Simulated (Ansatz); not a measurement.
Basis sets compared for Ga(H2O)F3 (GaOF3H2). Total charge 0; singlet. Geometry PBE-D4/def2-SVP. Ansatz on 2 threads of AMD EPYC 7R13 on a shared host; times are rough, and most runs start from earlier orbitals.

| atom | x (Å) | y (Å) | z (Å) |
| --- | --- | --- | --- |
| Ga1 | 0.2924 | 0.1660 | -0.8108 |
| O2 | 0.0332 | -0.2847 | 1.2049 |
| H3 | -0.6133 | -1.0231 | 1.1565 |
| H4 | -0.4772 | 0.4895 | 1.5289 |
| F5 | 2.0048 | 0.1061 | -1.1937 |
| F6 | -0.4945 | 1.7414 | -0.6114 |
| F7 | -0.7455 | -1.1952 | -1.2744 |

Binding counts from free atoms (Ga doublet, O triplet, H doublet, F doublet) in the same basis, without a counterpoise term.

```json
{"level": "PBE-D4/def2-SVP", "functions": "98", "energy (Eh)": "-2299.7677", "HOMO (eV)": "-8.32", "LUMO (eV)": "-1.98", "binding per atom (eV)": "3.77", "wall time": "1 s"}
{"level": "PBE-D4/def2-TZVP", "functions": "184", "energy (Eh)": "-2300.4890", "HOMO (eV)": "-8.77", "LUMO (eV)": "-2.30", "binding per atom (eV)": "3.72", "wall time": "1.8 s"}
{"level": "r2SCAN-D4/def2-TZVP", "functions": "184", "energy (Eh)": "-2300.9767", "HOMO (eV)": "-9.27", "LUMO (eV)": "-1.84", "binding per atom (eV)": "3.68", "wall time": "3.1 s"}
{"level": "PBE0-D4/def2-SVP", "functions": "98", "energy (Eh)": "-2299.8064", "HOMO (eV)": "-10.53", "LUMO (eV)": "-1.02", "binding per atom (eV)": "3.61", "wall time": "1.4 s"}
{"level": "PBE0-D4/def2-TZVP (with forces)", "functions": "184", "energy (Eh)": "-2300.5233", "HOMO (eV)": "-10.87", "LUMO (eV)": "-1.30", "binding per atom (eV)": "3.58", "wall time": "3.5 s"}
```

Task: Estimate the rows for PBE-D4/def2-TZVPD, r2SCAN-D4/def2-TZVPD, PBE0-D4/def2-TZVPD.

Result: 
| level | functions | energy (Eh) | HOMO (eV) | LUMO (eV) | binding per atom (eV) | wall time |
| --- | --- | --- | --- | --- | --- | --- |
| PBE-D4/def2-TZVPD | 232 | -2300.4952 | -8.90 | -2.56 | 3.73 | 2.8 s |
| r2SCAN-D4/def2-TZVPD | 232 | -2300.9814 | -9.36 | -2.05 | 3.68 | 4.6 s |
| PBE0-D4/def2-TZVPD | 232 | -2300.5283 | -10.97 | -1.64 | 3.59 | 4.4 s |
